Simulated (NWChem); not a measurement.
Species: NbNHF$_{3}$; SMILES [NH]=[Nb]([F])([F])[F]

Computed with NWChem. Medium grid unless said otherwise, to which SCAN and Minnesota functionals are sensitive. Coordinates come from a PBE0/def2-SVP optimisation. def2 effective core potentials on Nb; no spin-orbit coupling. Hybrids' shares of exact exchange are those that their runs print; pure functionals count as 0. The functionals differ in more than this share.

```csv
row,share of exact exchange,orbital gap (eV)
PBE/def2-SVP,0.00,4.91
r2SCAN/def2-SVP,0.00,5.31
B3LYP/def2-SVP,0.20,6.70
B97-2/def2-SVP,0.21,6.86
PW6B95/def2-SVP,0.28,withheld
```

Fit a straight line of the last column on the one before it, predict the withheld value, and compare with the run.


1. Means of the 4 shown rows: x = 0.103, y = 5.945. Slope Σ(x − x̄)(y − ȳ)/Σ(x − x̄)² = 0.3432/0.04208 = 8.156; intercept 5.109.
2. The shown rows scatter about the line by 0.144 (root mean square); the largest residual is +0.20, at r2SCAN/def2-SVP.
3. At x = 0.28 (PW6B95/def2-SVP; beyond the shown range) the line gives 7.39.
4. The run gives 7.39, 0.00 from the line, 0.0 times the scatter.
